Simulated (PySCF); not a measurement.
# What a mistake does to a calculation on BH4N2Si anion

These are calculations, not measurements. The program is PySCF 2.14.0, an open-source quantum chemistry code, run on an isolated molecule that a program drew, which may never have been made. The molecule is BH4N2Si anion (charge -1, singlet), drawn as the SMILES string `N=B[SiH-]N`.

Each row is a Hartree-Fock (HF) and frozen-core CCSD(T) single point in the aug-cc-pV(D+d)Z basis, meant for a local HF minimum. Run 1 is clean. Each other run has one planted mistake out of seven kinds, and not every kind appears here: one electron removed, one electron added, multiplicity raised by two, geometry at a saddle point, minimal basis STO-3G, one bond length entered in bohr, all coordinates scaled. The reference is restricted for singlets and unrestricted otherwise, and also for a bond in bohr. Adding or removing an electron swaps singlet and doublet. Electrons count all cores. HOMO and LUMO are orbital energies over both spins, the gradient is its largest component, and the lowest frequency (negative if imaginary) is given only where the gradient is small. Bond lengths are over the 7 bonds as drawn. T1 is the CCSD diagnostic: over 0.02 (restricted) or 0.045 (unrestricted) a single reference is doubtful.

Geometry of the clean run:
```xyz
8
BH4N2Si anion, angstrom
N    -2.8676    0.9164    1.1923
B    -2.4621    1.1934    0.0405
Si   -1.8789    1.7878   -1.8441
N    -0.0984    1.3782   -1.7607
H    -3.1762    0.7164    2.1020
H    -2.4884    0.5590   -2.5474
H     0.4356    1.7874   -2.5021
H     0.1574    0.4108   -1.6887
```

| run | electrons | basis functions | <S^2> | HOMO (eV) | LUMO (eV) | gradient (hartree/bohr) | lowest frequency (cm^-1) | mean bond (Å) | longest bond (Å) | T1 | HF (hartree) | CCSD(T) (hartree) | mistake |
|---|---|---|---|---|---|---|---|---|---|---|---|---|---|
| 1 | 38 | 137 | 0.000 | -2.16 | 3.60 | 3.2e-05 | 141 | 1.3812 | 2.060 | 0.0164 | -424.87891 | -425.49010 | no fault |
| 2 | 38 | 28 | 0.000 | 2.40 | 16.92 | 1.0e-01 | - | 1.3812 | 2.060 | 0.0172 | -419.59295 | -419.81888 | minimal basis STO-3G |
| 3 | 38 | 137 | 0.000 | -1.79 | 3.57 | 8.6e-02 | - | 1.3108 | 1.955 | 0.0152 | -424.85533 | -425.45485 | ? |
| 4 | 37 | 137 | 0.755 | -10.50 | -0.13 | 6.9e-02 | - | 1.3812 | 2.060 | 0.0178 | -424.84339 | -425.42063 | ? |

**Which mistake was planted in run 3, and what did it cost?**

The mean and the longest bond both change by the same factor, 0.949, and the gradient is no longer small. So the mistake is: all coordinates scaled. Subtracting run 1 and multiplying by 627.51 kcal/mol a hartree, the energy moved by 14.8 kcal/mol in HF and 22.1 kcal/mol in CCSD(T).

**Which mistake was planted in run 4, and what did it cost?**

It counts 37 electrons, one fewer than the clean run, at the same geometry and basis. So the mistake is: one electron removed. Subtracting run 1 and multiplying by 627.51 kcal/mol a hartree, the energy moved by 22.3 kcal/mol in HF and 43.6 kcal/mol in CCSD(T).

Cautions from the logs. Run 2: the HOMO is above zero, so the electron isn't bound and the energy depends on the basis.
